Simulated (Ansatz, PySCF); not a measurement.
This PySCF input computes a PBE/def2-TZVPD energy:

```python
from pyscf import gto, scf, dft

mol = gto.M(
    atom='''
    B    -0.22499688   -0.01005670   -1.34691142
    H    -0.33436384    1.04036341   -1.88677077
    H    -0.29447598   -1.06847070   -1.87768832
    C     0.01701803    0.00076066    0.10187596
    O     0.20646451    0.00922835    1.23597005
    ''',
    basis='def2-tzvpd',
    charge=0,
    spin=1,
    verbose=4,
)

mf = dft.UKS(mol, xc='pbe').density_fit(auxbasis='def2-universal-jkfit')
mf.grids.level = 3
mf.conv_tol = 1e-9
mf.max_cycle = 100
mf.max_memory = 1500
mf.kernel()
if not mf.converged:
    mf = mf.newton()
    mf.kernel(mf.make_rdm1())
for _ in range(2):
    mo, _, stable, _ = mf.stability(return_status=True)
    if stable:
        break
    mf.kernel(mf.make_rdm1(mo, mf.mo_occ))
mf.analyze()
```

Question: Write an input for the same energy in Ansatz (a program for electronic structure) and say what it gives.

Answer: 
Ansatz 0.2 input:
```yaml
crystal:
  periodic: [false, false, false]
  atoms:
    - {symbol: B, position_ang: [-0.22499688, -0.01005670, -1.34691142]}
    - {symbol: H, position_ang: [-0.33436384, 1.04036341, -1.88677077]}
    - {symbol: H, position_ang: [-0.29447598, -1.06847070, -1.87768832]}
    - {symbol: C, position_ang: [0.01701803, 0.00076066, 0.10187596]}
    - {symbol: O, position_ang: [0.20646451, 0.00922835, 1.23597005]}
basis:
  gaussian:
    orbitals: def2-TZVPD
hamiltonian:
  xc: {name: PBE}
magnetization: {spin_polarized: true, initial_magnetization: 1}
output: {forces: true}
```
It gives -139.22488 Eh, and PySCF -139.22492 Eh, a difference of 0.04 mEh, from the treatment of integrals and grids.

It need not be the lowest isomer of its formula.
